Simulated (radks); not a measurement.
Results of a calculation; reference values are marked as such.
Q: All-electron atom: N2- in [He] 2s2 2p5. Level of theory: non-relativistic Kohn-Sham, r2SCAN, spin-polarised, spherical densities, point nucleus; open shells are filled with parallel spins first; meta-GGA in the generalised Kohn-Sham scheme; Watson sphere of charge +1.39 and radius 2.67 bohr (a radial shooting solver on a logarithmic mesh with Libxc functionals). Some entries of the table are withheld. Estimate them.

| orbital | occ. | eigenvalue (eV) | <r> (bohr) |
|---|---|---|---|
| 1s up | 1 | -380.0936 | 0.2296 |
| 1s down | 1 | -379.4930 | 0.2292 |
| 2s up | 1 | (1) | 1.411 |
| 2s down | 1 | (2) | 1.457 |
| 2p up | 3 | (3) | 1.858 |
| 2p down | 2 | (4) | 2.205 |

A: 
(1) 2s up eigenvalue (eV): -13.1741
(2) 2s down eigenvalue (eV): -11.4736
(3) 2p up eigenvalue (eV): -1.5712
(4) 2p down eigenvalue (eV): -0.2402
